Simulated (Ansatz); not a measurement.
The cluster ZrO3H2. Charge 0, multiplicity 1. Geometry PBE-D4/def2-TZVP.

Cartesian coordinates in Å:
```
Zr -0.1159 -0.0111 -0.2617
O -0.5837 -0.9666 -1.9259
O -0.0974 0.4160 -2.1899
O 1.4733 -0.4373 0.4287
H 0.0294 0.3706 1.9822
H -0.7058 0.6283 1.9666
```

In the def2 sets Zr takes a core potential; there is no spin–orbit coupling. The structure holds 1 bond(s) between oxygen atoms. In the singlet, H5 and H6 lie 0.78 Å apart (atoms count from 1), so H2 has formed as a molecule. Another isomer (singlet) lies 5.21 eV lower at PBE0-D4/def2-TZVP; other spin states weren't run for this one.

Estimate the orbital energies around the gap (eV) in Ansatz with PBE-D4/def2-TZVP, BLYP-D4/def2-TZVP, r2SCAN-D4/def2-TZVP, PBE0-D4/def2-TZVP, CAM-B3LYP-D4/def2-TZVP.


| orbital | PBE-D4/def2-TZVP | BLYP-D4/def2-TZVP | r2SCAN-D4/def2-TZVP | PBE0-D4/def2-TZVP | CAM-B3LYP-D4/def2-TZVP |
| --- | --- | --- | --- | --- | --- |
| HOMO−9 | -19.56 | -19.39 | -20.67 | -22.24 | -23.66 |
| HOMO−8 | -13.15 | -13.13 | -13.72 | -15.00 | -16.72 |
| HOMO−7 | -10.47 | -10.29 | -10.67 | -11.68 | -13.02 |
| HOMO−6 | -9.31 | -9.19 | -9.66 | -11.09 | -12.64 |
| HOMO−5 | -9.17 | -9.05 | -9.49 | -10.82 | -12.31 |
| HOMO−4 | -7.51 | -7.40 | -7.78 | -9.03 | -10.52 |
| HOMO−3 | -7.22 | -7.13 | -7.45 | -8.66 | -10.09 |
| HOMO−2 | -6.84 | -6.75 | -7.11 | -8.35 | -9.79 |
| HOMO−1 | -6.65 | -6.57 | -6.89 | -8.07 | -9.51 |
| HOMO | -5.22 | -5.18 | -5.44 | -6.71 | -8.18 |
| LUMO | -3.19 | -3.24 | -2.86 | -2.51 | -1.83 |
| LUMO+1 | -2.53 | -2.55 | -2.30 | -1.88 | -1.14 |
| LUMO+2 | -2.52 | -2.51 | -2.29 | -1.75 | -0.86 |
| LUMO+3 | -0.94 | -0.91 | -0.51 | 0.27 | 1.04 |
| LUMO+4 | -0.40 | -0.39 | 0.08 | 0.33 | 1.07 |
| LUMO+5 | -0.01 | 0.02 | 0.33 | 0.79 | 1.43 |
